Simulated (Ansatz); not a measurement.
Mulliken charges of `N=[C](Cl)[AlH][F]` from ωB97M-V/def2-TZVPP in Ansatz (PBE0-D4/def2-TZVP geometry).

```csv
atom,x (Å),y (Å),z (Å),charge (e)
N1,0.951,-0.949,0.884,-0.195
C2,-0.076,-0.313,0.549,-0.080
Cl3,-1.562,-0.304,1.529,-0.102
Al4,-0.014,0.703,-1.138,0.659
F5,-1.396,1.445,-1.627,-0.332
H6,0.871,-1.465,1.763,0.130
H7,1.287,0.814,-2.004,-0.079
```

**Question.** By hand: the dipole of these point charges (1 e Å = 4.8032 D).

**Answer.** Σ q r = (0.446, -0.030, -0.195) e Å, of length 0.488 e Å = 2.34 D.

**Question.** How does the dipole of the full density compare? (An estimate is asked.)

**Answer.** The calculation gave: (0.197, -0.100, 0.062) e Å, 1.10 D; the point charges give 2.13 times that, at 45° from its direction.

Point charges leave out the atoms' own dipoles, such as those of lone pairs, and Mulliken's split depends on the basis, so the two needn't agree.
